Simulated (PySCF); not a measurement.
AlH3, SMILES [AlH3] (connectivity only; charge and spin as stated), charge +1, multiplicity 2. Atoms are numbered in the order given.

```xyz
4

Al     0.0000     0.0000     0.0811
H      0.0000     0.8792    -1.3423
H      0.0000    -0.8792    -1.3423
H      0.0000     0.0000     1.6306
```
Charge +1, spin multiplicity 2.

Geometry optimised at PBE0-D3(BJ)/def2-TZVPD. The spin state was assumed, not searched. The isomer is the one that the SMILES or the coordinates give; other isomers of the formula were not compared.

Method: PBE0/def2-TZVPD in PySCF.

total energy: -243.69965 hartree
point group: C2v
α spin, highest occupied and lowest empty level: -15.28 and -8.19 eV
β spin, highest occupied and lowest empty level: -16.27 and -10.97 eV
dipole moment about the centre of nuclear charge: 0.65 D
mean static polarisability: 26.3 bohr³ (3.89 Å³)
polarisability, principal values: 19.5, 29.1, 30.2 bohr³
⟨S²⟩: 0.760 (pure state 0.75)
